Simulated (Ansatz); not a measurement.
```yaml
crystal:
  periodic: [false, false, false]
  atoms:
    - {symbol: Au, position_ang: [-0.000002, -0.000003, -0.000030]}
    - {symbol: F, position_ang: [1.933276, -0.027055, 0.004808]}
    - {symbol: F, position_ang: [0.027037, 1.933264, 0.008255]}
    - {symbol: F, position_ang: [-1.933280, 0.027054, -0.004792]}
    - {symbol: F, position_ang: [-0.027031, -1.933269, -0.008242]}
basis:
  gaussian: {orbitals: x2c-TZVPPall}
total_charge: -2
magnetization: {spin_polarized: true, initial_magnetization: 1}
hamiltonian: {xc: {name: revPBE}}
scf: {omitted_lower_state_checks: [starts]}
```

```sh
$ ansatz run in.yaml --threads 2 --pin off --events-out ev --progress --plain --max-ram 4352MiB
```

Output, abridged:

```
Functional definition: revPBE
1447 factors; their error is unknown
mean field evaluation 1: about -528330.1716 eV, gradient 1.2e2 eV
mean field evaluation 2: about -528237.3466 eV, gradient 2.7e2 eV
mean field evaluation 4: about -528384.7562 eV, gradient 4.3e1 eV
mean field evaluation 8: about -528389.9076 eV, gradient 4.8e-1 eV
mean field evaluation 16: about -528389.8973 eV, gradient 1.5e-3 eV
mean field -528389.89733512 eV, -19417.9705715297 hartree, gradient 1.9e-5 eV, S^2 0.751155; 0 other end points of the search recorded, 0 dependent functions left out
reference -528389.89739813 eV, -19417.9705738451 hartree; 59, 58 occupied and 162, 163 virtual orbitals, 1447 factors
Total energy: -528389.89739813 eV, -19417.9705738451 hartree
Relativity: scalar
Checks for a lower state left out: starts
```

Hardware: 2 threads of Arm Neoverse V1 on a shared host. Wall time 9 s.

DK, ANO-RCC and x2c sets are all-electron and run with scalar relativity unless a key says otherwise. A multiply charged anion in the gas phase is held together partly by the finite basis. The highest occupied level of an anion often lies above zero with these methods, and sets without diffuse functions describe the outer electron poorly.
